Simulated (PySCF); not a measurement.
Telling isomers of C4H14O2Si3 apart by NMR

[PySCF: σ from GIAO-PBE0/pcSseg-1; structure optimised with GFN2-xTB; one averaged value for each set of equivalent atoms; non-relativistic Hamiltonian; one computed conformer; in vacuum]

References, each an isolated molecule treated in the same way: ¹H and ¹³C against TMS. Where no couplings were computed, multiplicities follow the n + 1 count of equivalent neighbours, and m marks all less simple cases (inequivalent or close neighbours, rings, F or P nearby). Shifts are as computed. Against solution values, carbons near 30 ppm lie about +3 ppm off and those near 130 ppm about +5 ppm. Of 1309 compounds with measured shifts, 239 miss one by over three times the rms of a fit or turn the order of signals round; such compounds aren't used in these exercises.

(1) Tabulate the signals of `[SiH3]COC1(O[SiH3])C[SiH2]C1`, `CCO[SiH2]O/C([SiH3])=C\[SiH3]`, `COC[Si]([SiH3])([SiH3])C(C)=O` and their relative energies.

(2) What is the quickest way to tell [SiH3]COC1(O[SiH3])C[SiH2]C1 from COC[Si]([SiH3])([SiH3])C(C)=O?

(3) What is the quickest way to tell [SiH3]COC1(O[SiH3])C[SiH2]C1 from CCO[SiH2]O/C([SiH3])=C\[SiH3]?

(4) What is the quickest way to tell CCO[SiH2]O/C([SiH3])=C\[SiH3] from COC[Si]([SiH3])([SiH3])C(C)=O?

Results:

(1) 
| SMILES | carbon types | δC | δH | E rel. (kcal/mol) |
| --- | --- | --- | --- | --- |
| [SiH3]COC1(O[SiH3])C[SiH2]C1 | 1×C 3×CH2 | 104.2, 47.7, 25.7 | 4.77 (s, 3H), 4.38 (m, 1H), 4.24 (m, 1H), 4.00 (t, 3H), 3.49 (q, 2H), 2.05 (m, 2H), 1.86 (m, 2H) | 22.0 |
| CCO[SiH2]O/C([SiH3])=C\[SiH3] | 1×C 1×CH 1×CH2 1×CH3 | 170.0, 126.6, 61.0, 20.7 | 5.77 (q, 1H), 5.30 (s, 2H), 4.28 (s, 3H), 4.16 (q, 2H), 4.13 (d, 3H), 1.35 (t, 3H) | 0.0 |
| COC[Si]([SiH3])([SiH3])C(C)=O | 1×C 1×CH2 2×CH3 | 250.6, 67.4, 65.1, 40.4 | 3.63 (s, 3H), 3.47 (s, 6H), 3.45 (s, 2H), 2.67 (s, 3H) | 31.1 |

Energies are electronic energies at PBE0/pcSseg-1 on these geometries, without zero-point or thermal terms, each for the one conformer computed, which needn't be the lowest.

(2) Count the carbon signals: 3 against 4. The first has an sp3 carbon bearing two oxygens (C) at 104.2 ppm, the second a carbonyl carbon (C) at 250.6 ppm. In the proton spectra the most deshielded non-exchanging signals are 4.77 (s, 3H) and 3.63 (s, 3H).

(3) Count the carbon signals: 3 against 4. The first has an sp3 carbon bearing two oxygens (C) at 104.2 ppm, the second an alkene carbon bearing oxygen (C) at 170.0 ppm. In the proton spectra the most deshielded non-exchanging signals are 4.77 (s, 3H) and 5.77 (q, 1H).

(4) Both give the same number of carbon signals, but DEPT or the intensities differ. The first has an alkene carbon bearing oxygen (C) at 170.0 ppm, the second a carbonyl carbon (C) at 250.6 ppm. In the proton spectra the most deshielded non-exchanging signals are 5.77 (q, 1H) and 3.63 (s, 3H).
